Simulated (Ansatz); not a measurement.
Two isomers of C2H5NOSi: A = `OC1=NC[SiH2]1`, B = `[SiH3]C1=NCO1`.

Computed with Ansatz on PBE0-D4/def2-TZVP structures; ΔE is electronic, products minus reactants. CCSD(T)/CBS is the MP2 limit (def2-TZVPP, def2-QZVPP) plus CCSD(T) − MP2 in def2-TZVPP, frozen cores. DFT in def2-TZVPP. B3LYP here is the variant with VWN-RPA as its local correlation; programs differ in this. One conformer a species, not always the lowest.

A:

Z-matrix (Å, degrees):
```
C
Si 1 1.893
N 1 1.490 2 89.0
H 1 1.092 2 117.7 3 113.7
H 1 1.092 2 117.7 3 -113.7
C 2 1.874 1 70.8 3 -0.0
H 2 1.488 1 119.3 3 -111.3
H 2 1.488 1 119.3 3 111.2
O 6 1.328 2 139.2 1 -180.0
H 9 0.970 6 107.3 2 -180.0
```

B:

```xyz
10

Si   -1.073   -0.568   -1.379
C     0.079   -0.036    0.022
N     1.218   -0.476    0.429
C     1.123    0.578    1.426
O    -0.166    0.999    0.888
H    -1.475   -1.976   -1.152
H    -2.254    0.325   -1.358
H    -0.344   -0.444   -2.663
H     1.868    1.369    1.331
H     1.025    0.230    2.456
```

Question: Which is lower in electronic energy at CCSD(T)/CBS, and by how much? (An estimate is asked.)

Answer: Ansatz gave: A, by 78.4 kJ/mol.

Question: Give E(B) − E(A) in kJ/mol with B3LYP, ωB97M-V, PBE-D4, B3LYP-D4, CCSD(T)/def2-TZVPP, PBE0-D4, CCSD/def2-TZVPP. (Best estimate.)

Answer: Ansatz gave: B3LYP 74.8, ωB97M-V 79.2, PBE-D4 79.7, B3LYP-D4 77.0, CCSD(T)/def2-TZVPP 73.5, PBE0-D4 82.8, CCSD/def2-TZVPP 73.7. None reverses the order clearly.

Largest T1 diagnostic: 0.015.

From PBE to PBE0 (25 % exact exchange), in def2-TZVPP and without D4, E(B) − E(A) moves by +3.3 kJ/mol. In def2-TZVPP, CCSD(T) changes the Hartree–Fock value by +5.0 kJ/mol (the triples alone add −0.2 kJ/mol) and MP2 by +10.2 kJ/mol.
